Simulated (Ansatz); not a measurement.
# A geometry optimisation of BBrH3Si− with PBE0-D3(BJ)/def2-SVPD

The starting geometry of this gas-phase singlet was optimised with GFN2-xTB; its bonds are those of `[BH3-][Si]Br`.

```yaml
atoms:
  - { symbol: B, position_ang: [0.5461, 0.9045, 1.1062] }
  - { symbol: Br, position_ang: [-2.6497, -0.2545, -0.4607] }
  - { symbol: Si, position_ang: [-0.2358, -0.6521, 0.1734] }
  - { symbol: H, position_ang: [1.3775, 0.4248, 1.8878] }
  - { symbol: H, position_ang: [1.1654, 1.5668, 0.2767] }
  - { symbol: H, position_ang: [-0.2115, 1.6235, 1.7283] }
```

Question: Where would you expect an optimisation with PBE0-D3(BJ)/def2-SVPD to take it?

Answer: A new bond forms, giving a structure with H5 bridging Si3 and B1, given below by its coordinates. Contacts that close: Si3–H5 (2.63 → 1.76 Å).

The energy falls by 0.42 eV over 12 steps:

```tsv
step	E − E(last) (eV)
1	0.419
2	0.316
3	0.291
5	0.181
6	0.082
7	0.033
8	0.029
10	0.000
11	0.000
12	0.000
```

Final geometry (Å):

```xyz
6

B     0.4271    0.7988    1.3847
Br   -2.3065    0.0387   -0.5403
Si   -0.0577   -0.5929    0.1332
H     1.5686    0.6404    1.8035
H     0.6062    1.0353    0.0681
H    -0.2456    1.6927    1.8625
```

Frequencies at the end are all real (lowest 166 cm⁻¹). Run with Ansatz 0.2.0, 15 s on 2 threads of Intel(R) Xeon(R) 6975P-C (Granite Rapids), with other jobs on the host.
